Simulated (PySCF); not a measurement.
C3H9Ga, SMILES C(C)[CH2][GaH2]. The structure is a stationary point at PBE-D3(BJ)/def2-SVP. The structure was generated by enumeration; whether it is a known compound was not checked. The values are those of a single conformer.

Computed equilibrium geometry at PBE-D3(BJ)/def2-SVP (PySCF confirms it by a frequency run) as bond lengths and angles, and its point group (one conformer of several):
point group Cs.
Atoms: Ga1 H2 H3 C4 C5 C6 H7 H8 H9 H10 H11 H12 H13. Bonds (Å): Ga1–H2 1.588, Ga1–H3 1.589, Ga1–C4 1.986, C4–C5 1.535, C4–H7 1.115, C4–H8 1.115, C5–C6 1.531, C5–H9 1.112, C5–H10 1.112, C6–H11 1.110, C6–H12 1.110, C6–H13 1.110. Angles (°): H2–Ga1–H3 119.2, H2–Ga1–C4 120.0, H3–Ga1–C4 120.8, Ga1–C4–C5 116.8, Ga1–C4–H7 106.7, Ga1–C4–H8 106.7, C5–C4–H7 110.8, C5–C4–H8 110.8, H7–C4–H8 104.1, C4–C5–C6 113.5, C4–C5–H9 109.7, C4–C5–H10 109.7, C6–C5–H9 109.3, C6–C5–H10 109.3, H9–C5–H10 105.0, C5–C6–H11 111.2, C5–C6–H12 111.9, C5–C6–H13 111.2, H11–C6–H12 107.6, H11–C6–H13 107.1, H12–C6–H13 107.6.
